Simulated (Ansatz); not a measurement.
CH9GeNSi can be A, `C[SiH](N)[GeH3]`, or B, `N[CH2][GeH2][SiH3]`.

Program: Ansatz. Geometries: PBE0-D4/def2-TZVP. ΔE: electronic, gas phase. CCSD(T)/CBS is the MP2 limit (def2-TZVPP, def2-QZVPP) plus CCSD(T) − MP2 in def2-TZVPP, frozen cores. Functionals use def2-TZVPP. B3LYP here is the variant with VWN-RPA as its local correlation; programs differ in this. For Ge outer-core shells are correlated without core-valence functions, which leaves a few kJ/mol of doubt a bond. Scalar relativity is left out up to krypton. Each species was taken in one conformer, which may not be the lowest.

Q: Which is lower in electronic energy at CCSD(T)/CBS, and by how much? (Estimate.)

A: The calculation gave: A, by 35.1 kcal/mol.

Q: Give E(B) − E(A) in kcal/mol with r2SCAN-D4, B3LYP-D4, ωB97M-V, PBE-D4, B2PLYP, CCSD/def2-TZVPP, B3LYP. (An estimate is asked.)

A: The calculation gave: r2SCAN-D4 36.4, B3LYP-D4 35.0, ωB97M-V 35.5, PBE-D4 33.7, B2PLYP 35.2, CCSD/def2-TZVPP 34.0, B3LYP 34.9. None reverses the order clearly.

Largest T1 diagnostic: 0.011.

From PBE to PBE0 (25 % exact exchange), in def2-TZVPP and without D4, E(B) − E(A) moves by +0.8 kcal/mol.
